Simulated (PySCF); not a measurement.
1,3-oxasiletane-2,4-dione (C2H2O3Si), SMILES O=C1OC([SiH2]1)=O. Atoms are numbered in the order given.

```xyz
8

O      2.2347     0.0000     0.6539
C      1.1137     0.0000     0.2691
O      0.0000     0.0000     1.1389
C     -1.1137     0.0000     0.2691
O     -2.2347     0.0000     0.6539
Si     0.0000     0.0000    -1.3224
H      0.0000     1.2347    -2.1449
H      0.0000    -1.2347    -2.1449
```
Charge 0, spin multiplicity 1.

Coordinates come from a B3LYP-D3(BJ)/def2-SVP optimisation.

Two levels are set side by side: PBE/pcSseg-1 (PySCF) and PBE0/pcSseg-1 (PySCF). GIAO shifts against H2O (¹⁷O), TMS (²⁹Si), TMS (¹H), TMS (¹³C) at the same level; non-relativistic, no solvent, atoms listed together averaged. Differences are taken from unrounded values.

```tsv
quantity	PBE0	PBE	PBE minus PBE0
δ(¹⁷O) of O1, O5 (ppm)	552.9	543.1	-9.8
δ(¹³C) of C2, C4 (ppm)	180.0	176.8	-3.2
δ(¹⁷O) of O3 (ppm)	574.3	593.1	18.8
δ(²⁹Si) of Si6 (ppm)	-21.2	-28.3	-7.1
δ(¹H) of H7, H8 (ppm)	5.65	5.75	0.10
```

Rough cost on one machine, each run with all the roots and properties that it gave: PBE0 against PBE within a factor of 2.
